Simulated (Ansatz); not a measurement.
Born–Oppenheimer molecular dynamics of ClH3Sn (5 atoms, charge 0, multiplicity 1). It goes on from the last frame of an earlier run, with new velocities.

All numbers below come from RKS PBE0-D4/def2-mTZVP (Ansatz).

```
ensemble        : NVT, Langevin thermostat
time step       : 0.5 fs
steps asked     : 166
set temperature : 700 K
friction        : 0.01 /fs
seed            : 693148
```

First frame:

```xyz
5
Properties=species:S:1:pos:R:3
Sn -0.053 -0.003 0.019
H 0.139 0.123 1.730
Cl 2.158 0.004 -0.760
H -0.715 1.436 -0.629
H -0.868 -1.342 -0.624
```

How far do the bonds stretch over the last three quarters of this one trajectory? (Pairs bonded in most of those frames.)


| bond | mean (Å) | spread (Å) | shortest | longest |
| --- | --- | --- | --- | --- |
| Sn1–H2 | 1.721 | 0.076 | 1.58 | 1.85 |
| Sn1–Cl3 | 2.360 | 0.074 | 2.26 | 2.46 |
| Sn1–H4 | 1.709 | 0.060 | 1.61 | 1.81 |
| Sn1–H5 | 1.722 | 0.052 | 1.63 | 1.80 |

Mean temperature of the second half: 442 K. The mean temperature of the second half is 37 % below the set value. A run of 0.083 ps of so small a system gives no equilibrium averages.

Run time: 6.4 min on 1 thread of Arm Neoverse V2, on a shared host, peak memory 0.13 GiB.
